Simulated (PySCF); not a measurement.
Gas-phase reaction: 2 Sb(CH3)3 = 2 Sb + C6H6 + 6 H2

Method: PySCF energies plus ideal-gas RRHO corrections (1 bar). † marks an energy on the PBE0/def2-TZVP geometry and frequencies; other levels use their own. MP2 and CCSD(T) freeze the core. Open shells (unrestricted): Sb (multiplicity 4); the rest are closed-shell singlets. B3LYP is the form with VWN-RPA correlation. Sb: scalar-relativistic def2 core potential, no spin-orbit coupling. MP2 isn't extrapolated to the basis-set limit; its ΔH°(298 K) is 402.8 kJ in def2-SVP and 525.9 kJ in def2-TZVPP. CCSD(T) isn't extrapolated to the basis-set limit. The harmonic model lacks anharmonicity and excited electronic states, which grow with temperature; levels with a mode under 35 cm⁻¹ are left out. Soft modes under 120 cm⁻¹ make the harmonic entropy rough for Sb(CH3)3.

```
level               ΔE electronic, kJ  ΔH°(298 K), kJ  ΔS°(298 K), J/K  ΔG°(1200 K), kJ
------------------  -----------------  --------------  ---------------  ---------------
B3LYP/def2-TZVP†                  642             527              696             -330
BLYP/def2-TZVP†                   609             494              696             -364
CCSD(T)/def2-SVP†                 527             412              696             -446
HF/def2-TZVP†                     378             263              696             -595
M06-2X/def2-TZVP†                 554             439              696             -419
MP2/def2-SVP†                     518             403              696             -455
PBE0/def2-SVP†                    681             566              696             -291
PBE0/def2-TZVP                    704             589              696             -269
ωB97X-V/def2-TZVP†                768             653              696             -205
```
ΔH° is lowest at HF/def2-TZVP† and highest at ωB97X-V/def2-TZVP†. No reference value is set beside these.
